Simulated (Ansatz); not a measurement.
Z-matrix (Å, degrees):
```
C
C 1 1.4055
H 2 1.0898 1 118.91
C 2 1.3959 3 120.41 1 -179.81
H 4 1.0928 2 119.62 3 0.07
C 4 1.3969 5 120.05 2 179.93
H 6 1.0926 4 120.31 5 -0.03
C 6 1.3987 7 120.24 4 179.66
H 8 1.0927 6 120.08 7 -0.52
C 8 1.3941 9 119.62 6 179.33
H 10 1.0911 8 119.45 9 -0.97
C 1 1.4852 2 119.97 3 -0.71
C 12 1.3480 1 124.41 2 -159.71
O 12 1.3595 13 124.32 1 -178.94
H 13 1.0882 12 120.07 14 -177.40
H 13 1.0887 15 117.15 12 -179.13
C 14 1.4072 12 118.70 13 2.21
H 17 1.0981 14 106.75 12 178.24
H 17 1.1049 18 109.12 14 -120.67
H 17 1.1050 18 109.37 19 -118.58
```
Charge 0, spin multiplicity 1.

Computed with Ansatz (a program for electronic structure) with frozen-core CCSD(T)/cc-pVDZ // B3LYP-D3(BJ)/def2-SVP. The restricted HF reference is unstable towards unrestricted orbitals.

```
Item                           Result
----------------------  -------------
HF energy               -421.50007 Ha
MP2 correlation energy    -1.37380 Ha
```

Task: Estimate the CCSD correlation energy, the (T) correction, the total energy and the T1 diagnostic.

Result: 
```yaml
CCSD correlation energy: -1.44080 Ha
"(T) correction": -0.05926 Ha
CCSD(T) total energy: -423.00013 Ha
T1 diagnostic: 0.011
```
